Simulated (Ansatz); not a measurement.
Input for Ansatz (an electronic-structure program): U-CCSD(T)/def2-SVP on HI, a point of a bond scan (R = 1.292 Å). Elements past Kr take the def2 small-core potentials; no spin–orbit coupling. The run froze 9 orbitals, filled d shells among them.

Ansatz 0.2 input:
```yaml
crystal:
  periodic: [false, false, false]
  atoms:
    - {symbol: I, position_ang: [-0.00000000, -0.00000000, -0.02991592]}
    - {symbol: H, position_ang: [0.00000000, 0.00000000, 1.26245176]}
basis:
  gaussian:
    orbitals: def2-SVP
correlation: {method: ccsd_t, electrons: outside_noble_gas}
scf: {omitted_lower_state_checks: [cluster_reference]}
magnetization: {spin_polarized: true, initial_magnetization: 0}
```

**Question.** Give the final energy of this run.

**Answer.** -297.2898 hartree (reference determinant -297.1673, T1 diagnostic 0.005).
